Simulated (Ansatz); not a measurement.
Isolated molecules relaxed with PBE0-D4/def2-TZVP in Ansatz; ΔE leaves out vibrations. CCSD(T)/CBS adds triple-zeta CCSD(T) − MP2 to the extrapolated MP2 energy (def2 sets, frozen cores). Functionals use def2-TZVPP. B3LYP here is the variant with VWN-RPA as its local correlation; programs differ in this. For Br outer-core shells are correlated without core-valence functions, which leaves a few kJ/mol of doubt a bond. Scalar relativity is left out up to krypton. One conformer a species, not always the lowest.

`C[SiH](C)Br` → `CC[SiH2]Br`  (isomerisation)

(1) Is it downhill or uphill in electronic energy at CCSD(T)/CBS, and by how much? (Estimate.)

(2) What do these levels give: PBE0-D4, B3LYP-D4, BHLYP-D4, r2SCAN, PBE0, B3LYP, BHLYP, LC-ωPBE, HF/def2-SVP, MP2/def2-SVP, MP2/CBS(def2), CCSD/CBS(def2)? (An estimate is asked.)

Largest T1 diagnostic among the species: 0.008.

Answers

(1) The calculation gave: Uphill: ΔE = +14.7 kcal/mol.

(2) Ansatz gave: PBE0-D4 14.7, B3LYP-D4 14.6, BHLYP-D4 14.6, r2SCAN 15.5, PBE0 14.4, B3LYP 14.2, BHLYP 14.1, LC-ωPBE 14.8, HF/def2-SVP 11.9, MP2/def2-SVP 12.1, MP2/CBS(def2) 15.4, CCSD/CBS(def2) 14.5 kcal/mol.

In def2-TZVPP, CCSD(T) changes the Hartree–Fock value by +0.9 kcal/mol (the triples alone add +0.1 kcal/mol) and MP2 by +1.7 kcal/mol. At CCSD(T), def2-SVP lies −3.6 kcal/mol from the extrapolated value and def2-TZVPP −0.5 kcal/mol.
